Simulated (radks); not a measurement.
Isoelectronic series with 20 electrons, all held in the configuration [Ar] 3d2, which need not be the ground one along the series. Method: scalar-relativistic Kohn-Sham, PBE, spin-polarised, spherical densities, point nucleus; open shells are filled with parallel spins first (spin-orbit coupling, left out, can overturn this in heavy ions); computed with a radial shooting solver on a logarithmic mesh with Libxc functionals. Total energies (hartree) and mean radii <r> (bohr) (* marks an orbital that is empty in some or all of the ions):

ion    E (hartree)  4s down*  4s up*  3d down*   3d up  3p down   3p up  3s down
Mn5+   -1151.77847     1.998   1.988    0.9137  0.9041   0.8533  0.8499   0.8220
Co7+   -1377.64193     1.675   1.667    0.7564  0.7499   0.7467  0.7436   0.7304
Cu9+   -1624.85693     1.448   1.442    0.6501  0.6455   0.6640  0.6613   0.6567
Ga11+  -1893.54807     1.278   1.274    0.5722  0.5686   0.5980  0.5957   0.5963
As13+  -2183.86149     1.146   1.142    0.5120  0.5092   0.5440  0.5420   0.5458
Br15+  -2495.96157     1.039   1.036    0.4638  0.4616   0.4989  0.4973   0.5031
Rb17+  -2830.02966    0.9504  0.9478    0.4243  0.4224   0.4608  0.4593   0.4664
Nb21+  -3564.87838    0.8125  0.8105    0.3630  0.3616   0.3995  0.3984   0.4067
Tc23+  -3966.10537    0.7574  0.7557    0.3386  0.3375   0.3746  0.3736   0.3820
Rh25+  -4390.19405    0.7093  0.7078    0.3174  0.3164   0.3525  0.3517   0.3600
Ag27+  -4837.41215    0.6668  0.6655    0.2987  0.2978   0.3329  0.3321   0.3403
In29+  -5308.04666    0.6289  0.6278    0.2821  0.2813   0.3152  0.3145   0.3225
Sb31+  -5802.40486    0.5950  0.5940    0.2673  0.2666   0.2993  0.2987   0.3064
I33+   -6320.81544    0.5644  0.5635    0.2539  0.2533   0.2849  0.2843   0.2917
Cs35+   -6863.6299    0.5366  0.5358    0.2419  0.2413   0.2717  0.2712   0.2782
